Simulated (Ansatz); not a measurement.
**Which isomer of C3H8AlF gives these data?**

These gas-phase data were calculated for one isomer of C3H8AlF at B3LYP-D3(BJ)/def2-SVP (harmonic, unscaled wavenumbers; equilibrium rotational constants with average atomic masses):

```
rotational constants            : 5.77, 2.317, 1.705 GHz
all wavenumbers above 1500 cm⁻¹ : 3115, 3104, 3098, 3090, 3027, 3020, 3018, 2993
```

Candidates:

(1) `C[CH2][Al]([CH3])[F]`, a singlet
(2) `CC[CH2][AlH][F]`, a singlet

Assign the data to one candidate and say why.

Candidate (1). No mode falls between 1700 and 2050 cm⁻¹, where the Al–H stretch of (2) would stand.

The same quantities for all candidates:

```tsv
	rotational constants (GHz)	wavenumbers above 1500 cm⁻¹	E above the lowest, B3LYP-D3(BJ)/def2-SVP (kcal/mol)
(1)	5.77, 2.317, 1.705	3115, 3104, 3098, 3090, 3027, 3020, 3018, 2993	0.0
(2)	5.779, 2.386, 1.933	3107, 3092, 3059, 3033, 3017, 3015, 2995, 1955	8.8
```

Harmonic stretches to hydrogen usually lie a few per cent above observed fundamentals. Each candidate is one conformer. Programs: Ansatz 0.2.0.
